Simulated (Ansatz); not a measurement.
Question: Predict a relaxed structure of As₄S₆, charge 0, singlet, at r2SCAN-D4/def2-SVP (Ansatz).

Answer: 
```xyz
10

As   -1.889    1.211    0.691
S    -0.529    2.413   -0.660
As    1.328    1.347   -1.390
S     2.427    0.658    0.464
As    1.244   -0.649    1.882
S    -0.608    0.530    2.427
S     0.529   -2.413    0.660
As   -0.684   -1.909   -1.182
S    -2.427   -0.658   -0.464
S     0.608   -0.530   -2.427
```
Point group Td (tolerance 0.1 Å). This is one stationary point.
